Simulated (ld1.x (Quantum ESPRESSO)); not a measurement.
**u(r) = r·R(r): atom against pseudo-atom (erbium)**

Columns: radius, all-electron u(r) and pseudo u(r) of the 6s shell (level -4.56 eV) of erbium in the configuration [Xe] 4f11 5d1 6s2 6p0; LDA (PZ), scalar-relativistic, ultrasoft scheme, ld1.x (Quantum ESPRESSO) 7.5.

```csv
r (bohr),all-electron,pseudo
0.198,0.0943,-0.0497
0.395,-0.1657,-0.0990
0.593,0.0077,-0.1486
0.790,0.2140,-0.1976
0.988,0.2697,-0.2464
1.185,0.2039,-0.2941
1.383,0.0768,-0.3408
1.580,-0.0664,-0.3853
1.778,-0.2021,-0.4275
1.975,-0.3178,-0.4660
2.173,-0.4107,-0.5005
2.370,-0.4804,-0.5298
2.568,-0.5299,-0.5535
2.765,-0.5613,-0.5706
2.963,-0.5782,-0.5806
3.160,-0.5830,-0.5833
3.358,-0.5783,-0.5783
3.555,-0.5661,-0.5661
3.753,-0.5482,-0.5482
3.950,-0.5262,-0.5262
4.148,-0.5012,-0.5012
4.345,-0.4745,-0.4745
4.542,-0.4466,-0.4466
4.740,-0.4182,-0.4182
4.938,-0.3899,-0.3899
5.135,-0.3622,-0.3622
```

(1) How many radial nodes do the two functions have?

(2) At about which radius was the pseudo-wave matched?

(3) Where does each function peak?

(4) Is the pseudo-wave norm-conserving?

Results:

(1) The all-electron 6s function has n − l − 1 = 5 (the table is too coarse to show those close to the nucleus); the pseudo-wave has 0, since the states of the same l below it are removed with the core.

(2) 3.30 bohr, where the columns begin to agree (steps of 0.20 bohr).

(3) Outermost all-electron maximum near 3.16 bohr, pseudo maximum near 3.16 bohr (to the table’s step).

(4) No, it belongs to an ultrasoft set: the norm inside the radius is not constrained, and the difference is carried by the augmentation charge.
